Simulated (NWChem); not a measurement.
System: Si$_{2}$H$_{4}$OF$_{2}$; SMILES O[Si](F)(F)[SiH3]

NWChem input:

```
start job
memory heap 200 mb stack 900 mb global 1100 mb
geometry units angstroms noautosym nocenter noautoz
  O      1.617661     0.851782     0.003712
  Si     0.041327     0.404904    -0.001436
  F     -0.710444     1.048354    -1.282090
  F     -0.719243     1.050298     1.273042
  Si    -0.117275    -1.913558     0.000002
  H      1.842991     1.788195     0.004712
  H      0.529976    -2.451126     1.232295
  H     -1.557650    -2.303577    -0.021307
  H      0.567368    -2.455354    -1.210017
end
basis spherical
  * library 6-31g*
end
dft
  xc xpbe96 cpbe96
  iterations 150
end
property
  efieldgrad
end
task dft property
```

All runs use the structure optimised with PBE0/def2-SVP.

Vzz is the largest principal value of the second derivative of the potential at the nucleus (NWChem prints the opposite sign); η is the asymmetry. Non-relativistic.

Atoms are numbered as in the input.

Predict the main results of this run. (PBE/6-31G* (spherical d).) Quantities: Vzz O1 (a.u.); η O1.


```
Quantity       Result
-------------  ------
Vzz O1 (a.u.)   1.344
η O1             0.50
```
